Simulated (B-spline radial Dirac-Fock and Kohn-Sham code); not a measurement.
# Run log: Ge⁶⁺

ΔSCF core binding energies without Breit or QED terms, calculated with an atomic code on a B-spline grid.

Input (task.json):

```json
{"items": [{"Z": 32, "q": 6, "cfg": [[1, 0, 2], [2, 0, 2], [2, 1, 6], [3, 0, 2], [3, 1, 6], [3, 2, 8]], "A": 74, "rrms": 4.0742, "do": "settings", "holes": ["K", "L3", "M5"],
  "settings": [{"rel": "dirac", "method": "hf", "nuc": "gauss", "radius_factor": 1.0, "rmax": 45.0, "h": 0.3, "order": 8, "points": 10, "c_factor": 1.0, "maxit": 60, "damp": 0.5, "ndamp": 3, "tol": 1e-08}]}]}
```

Command: `python xray2_run.py task.json out`

Ground-state iterations:

```
iter   energy (Ha)        error
   1    -2062.43632298  1.48e+00
   2    -2079.99287600  9.09e-01
   3    -2085.76255347  2.56e-01
   4    -2086.28385340  7.24e-02
   5    -2086.31132736  3.12e-02
   6    -2086.32140282  1.51e-03
   7    -2086.32141805  4.41e-05
   8    -2086.32141806  4.05e-06
   9    -2086.32141806  3.21e-07
  10    -2086.32141806  2.96e-08
```

The ground state converged in 10 iterations, with total energy -2086.32142 Ha, virial ratio 1.97867 and highest orbital energy -149.02 eV. ΔSCF binding energies: K (1s) 11254.1 eV, L3 (2p3/2) 1347.7 eV. Holes are computed only in closed shells, and unreliable hole states are left out.
